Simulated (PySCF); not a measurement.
**C₆ coefficients of unlike pairs at PBE0**

Calculated with PySCF 2.14 from the dipole response of each species, C₆(A,B) = (3/π) ∫ α_A(iu) α_B(iu) du, in atomic units, from isotropic polarisabilities. For ions this is the dispersion term alone; charge-induced terms of lower order in 1/R come first.

| species | configuration | basis | relativity | α (bohr³) | C₆ (like pair) |
| --- | --- | --- | --- | --- | --- |
| Ag | [Kr] 4d10 5s1 (2S) | aug-cc-pwCVDZ-PP with ECP28MDF (6s6p5d3f) | core potential | 50.49 | 372.5 |
| In | [Kr] 4d10 5s2 5p1 (2P) | aug-cc-pwCVTZ-DK3 (10s9p7d4f1g) | spin-free X2C | 74.65 | 775.5 |
| Se | [Ar] 3d10 4s2 4p4 (3P) | aug-cc-pwCVTZ-PP with ECP10MDF (8s7p6d4f1g) | core potential | 26.44 | 221.9 |
| Li | [He] 2s1 (2S) | aug-cc-pCVDZ (5s4p2d) | none | 146.1 | 1167 |

Q: Estimate C₆ for Li with Se.

A: The integral gives 359.7. The combination rule 2 C_A C_B / (C_A α_B/α_A + C_B α_A/α_B) gives 360.4 and the geometric mean 509.0.

No spin-orbit coupling is included.

The other pairs:

| pair | C₆ |
| --- | --- |
| In, Ag | 535.8 |
| Li, In | 839.5 |
| Se, Ag | 275.5 |
| Se, In | 394.1 |
| Li, Ag | 571.7 |
